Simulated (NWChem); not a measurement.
System: GaNH3OF; SMILES [NH2][Ga]([OH])[F]

NWChem printed, in part:

```
             Northwest Computational Chemistry Package (NWChem) 7.3.0
             --------------------------------------------------------

                             Geometry "geometry" -> ""
                             -------------------------

 Output coordinates in angstroms (scale by  1.889725989 to convert to a.u.)

  No.       Tag          Charge          X              Y              Z
 ---- ---------------- ---------- -------------- -------------- --------------
    1 Ga                  31.0000    -0.01753700    -0.01223700    -0.03556100
    2 F                    9.0000     1.50393800    -0.88354700     0.03187400
    3 O                    8.0000    -1.50347300    -0.97536900     0.01799800
    4 H                    1.0000    -1.33817600    -1.92124900     0.08818700
    5 N                    7.0000     0.00315700     1.77647400    -0.09980700
    6 H                    1.0000    -0.83218800     2.32538200    -0.25355600
    7 H                    1.0000     0.85422200     2.30344200    -0.24362000

 Effective nuclear repulsion energy (a.u.)     295.3876381608

                              NWChem Property Module
                              ----------------------

                                 NWChem DFT Module
                                 -----------------

 Summary of "ao basis" -> "ao basis" (spherical)
 ------------------------------------------------------------------------------
       Tag                 Description            Shells   Functions and Types
 ---------------- ------------------------------  ------  ---------------------
 Ga                        def2-svpd                14       38   6s4p4d
 F                         def2-svpd                 9       23   4s3p2d
 O                         def2-svpd                 9       23   4s3p2d
 H                         def2-svpd                 4        8   2s2p
 N                         def2-svpd                 8       20   4s2p2d

            General Information
            -------------------
          SCF calculation type: DFT
          Wavefunction type:  closed shell.
          No. of atoms     :     7
          No. of electrons :    58
           Alpha electrons :    29
            Beta electrons :    29
          Charge           :     0
          Spin multiplicity:     1
          Use of symmetry is: off; symmetry adaption is: off
          Maximum number of iterations: 150
          AO basis - number of functions:   128
                     number of shells:    52
          Convergence on energy requested:  1.00D-06
          Convergence on density requested:  1.00D-05
          Convergence on gradient requested:  5.00D-04

              XC Information
              --------------
                         PBE0 Method XC Functional
                     Hartree-Fock (Exact) Exchange  0.250
          PerdewBurkeErnzerhof Exchange Functional  0.750
            Perdew 1991 LDA Correlation Functional  1.000 local
           PerdewBurkeErnz. Correlation Functional  1.000 non-local

             Grid Information
             ----------------
          Grid used for XC integration:  medium
          Radial quadrature: Mura-Knowles
          Angular quadrature: Lebedev.
          Tag              B.-S. Rad. Rad. Pts. Rad. Cut. Ang. Pts.
          ---              ---------- --------- --------- ---------
          Ga                  1.30      112          10.0       590
          F                   0.50       49          11.0       434
          O                   0.60       49          11.0       434
          H                   0.35       45          12.0       434
          N                   0.65       49          11.0       434
          Grid pruning is: on
          Number of quadrature shells:   394
          Spatial weights used:  Erf1

      Superposition of Atomic Density Guess
      -------------------------------------

 Sum of atomic energies:       -2152.70989301

      Non-variational initial energy
      ------------------------------

 Total energy =   -2153.550319
 1-e energy   =   -3590.155341
 2-e energy   =    1141.217384
 HOMO         =      -0.356627
 LUMO         =      -0.062519

   convergence    iter        energy       DeltaE   RMS-Dens  Diis-err
 ---------------- ----- ----------------- --------- --------- ---------
 d= 0,ls=0.0,diis     1  -2155.5616777305 -2.45D+03  1.82D-02  1.08D+00
 d= 0,ls=0.0,diis     2  -2155.4442612684  1.17D-01  8.03D-03  2.61D+00
 d= 0,ls=0.0,diis     3  -2155.6806201181 -2.36D-01  1.15D-03  2.72D-02
 d= 0,ls=0.0,diis     4  -2155.6817239741 -1.10D-03  5.97D-04  9.90D-03
 d= 0,ls=0.0,diis     5  -2155.6825625038 -8.39D-04  1.53D-04  6.49D-04
  Resetting Diis
 d= 0,ls=0.0,diis     6  -2155.6826288521 -6.63D-05  5.56D-05  5.21D-05
 d= 0,ls=0.0,diis     7  -2155.6826319667 -3.11D-06  1.21D-05  1.01D-06
 d= 0,ls=0.0,diis     8  -2155.6826318326  1.34D-07  7.72D-06  2.54D-06

         Total DFT energy =    -2155.682631832609
      One electron energy =    -3592.082076686798
           Coulomb energy =     1242.743177634193
    Exchange-Corr. energy =     -101.731370940759
 Nuclear repulsion energy =      295.387638160754

 Numeric. integr. density =       57.999996300682

                       DFT Final Molecular Orbital Analysis
                       ------------------------------------

 Vector   27  Occ=2.000000D+00  E=-3.646993D-01
              MO Center= -8.6D-01, -8.8D-01,  1.7D-02, r^2= 2.4D+00
   Bfn.  Coefficient  Atom+Function         Bfn.  Coefficient  Atom+Function
  ----- ------------  ---------------      ----- ------------  ---------------
    66      0.523404  3 O  px                69      0.341215  3 O  px
    43     -0.278653  2 F  px                65     -0.197295  3 O  s
    46      0.185122  2 F  px                44     -0.140357  2 F  py
    96      0.136031  5 N  s                 64     -0.133772  3 O  s
    13     -0.117545  1 Ga px                19     -0.117038  1 Ga d -2

 Vector   28  Occ=2.000000D+00  E=-3.470228D-01
              MO Center= -1.3D+00, -8.6D-01,  1.1D-02, r^2= 1.4D+00
   Bfn.  Coefficient  Atom+Function         Bfn.  Coefficient  Atom+Function
  ----- ------------  ---------------      ----- ------------  ---------------
    68      0.580331  3 O  pz                71      0.413915  3 O  pz
    45      0.132770  2 F  pz                74      0.111545  3 O  pz
    15      0.106647  1 Ga pz                99     -0.093786  5 N  pz
    48     -0.090077  2 F  pz                22     -0.075164  1 Ga d  1
   102      0.069486  5 N  pz                12     -0.062684  1 Ga pz

 Vector   29  Occ=2.000000D+00  E=-2.940049D-01
              MO Center= -6.3D-02,  1.5D+00, -7.7D-02, r^2= 1.6D+00
   Bfn.  Coefficient  Atom+Function         Bfn.  Coefficient  Atom+Function
  ----- ------------  ---------------      ----- ------------  ---------------
    99      0.541919  5 N  pz               102     -0.398149  5 N  pz
    96     -0.158862  5 N  s                 68      0.152760  3 O  pz
    71      0.111870  3 O  pz                15     -0.094381  1 Ga pz
    20      0.089273  1 Ga d -1              18     -0.086332  1 Ga pz
    98      0.080500  5 N  py                45     -0.064177  2 F  pz

 Vector   30  Occ=0.000000D+00  E=-4.014689D-02
              MO Center= -1.2D-01, -7.3D-03, -1.2D-01, r^2= 7.1D+00
   Bfn.  Coefficient  Atom+Function         Bfn.  Coefficient  Atom+Function
  ----- ------------  ---------------      ----- ------------  ---------------
     6      1.102149  1 Ga s                 65     -0.642669  3 O  s
     4      0.465744  1 Ga s                 96      0.408274  5 N  s
    16     -0.270530  1 Ga px               114     -0.231487  6 H  s
     3     -0.227597  1 Ga s                 64     -0.222004  3 O  s
    94     -0.216473  5 N  s                 17     -0.212288  1 Ga py

 Vector   31  Occ=0.000000D+00  E= 1.111846D-02
              MO Center= -9.8D-03, -6.6D-03, -1.8D-03, r^2= 3.9D+00
   Bfn.  Coefficient  Atom+Function         Bfn.  Coefficient  Atom+Function
  ----- ------------  ---------------      ----- ------------  ---------------
    18      0.894739  1 Ga pz                15      0.417288  1 Ga pz
    96     -0.344219  5 N  s                 99      0.208311  5 N  pz
    12     -0.205344  1 Ga pz                68     -0.197430  3 O  pz
   102     -0.190734  5 N  pz                71     -0.175814  3 O  pz
    45      0.166228  2 F  pz                51     -0.165794  2 F  pz

 Vector   32  Occ=0.000000D+00  E= 3.527236D-02
              MO Center= -1.6D-01,  4.9D-01, -1.9D-01, r^2= 1.1D+01
   Bfn.  Coefficient  Atom+Function         Bfn.  Coefficient  Atom+Function
  ----- ------------  ---------------      ----- ------------  ---------------
    96      3.244610  5 N  s                  5     -2.229018  1 Ga s
   122     -1.340247  7 H  s                  6      1.333039  1 Ga s
    65     -1.172858  3 O  s                114     -1.116867  6 H  s
    86      0.995131  4 H  s                 73      0.869839  3 O  py
   127      0.470361  7 H  py               119      0.437180  6 H  py

     Multipole analysis of the density
     ---------------------------------

[...]

 DFT Linear Response polarizability / au
 Frequency  =       0.0000000 / au
              X              Y              Z
 -----------------------------------------------
 X      38.4515182      1.7626874     -0.0656494
 Y       1.7626816     44.0726905     -0.3005957
 Z      -0.0656487     -0.3005899     32.2238914
 -----------------------------------------------
 Eigenvalues =      37.9445754     44.5873278     32.2161969
 Isotropic   =      38.2493667
 Anisotropic =      10.7234640
 -----------------------------------------------

 Magnetic Dipole Response Matrix (nonzero elements):

 Exiting AOResponse driver routine
```

Level: PBE0/def2-SVPD. Structure relaxed at the PBE0/def2-SVP level.

Problem. Which NWChem input produces such a log?

Solution. This is not unique; one that fits is the input that was run:
```
start job
memory heap 200 mb stack 900 mb global 1100 mb
geometry units angstroms noautosym nocenter noautoz
  Ga    -0.017537    -0.012237    -0.035561
  F      1.503938    -0.883547     0.031874
  O     -1.503473    -0.975369     0.017998
  H     -1.338176    -1.921249     0.088187
  N      0.003157     1.776474    -0.099807
  H     -0.832188     2.325382    -0.253556
  H      0.854222     2.303442    -0.243620
end
basis spherical
  * library def2-svpd
end
dft
  xc pbe0
  iterations 150
end
property
  response 1 0.0
end
task dft property
```
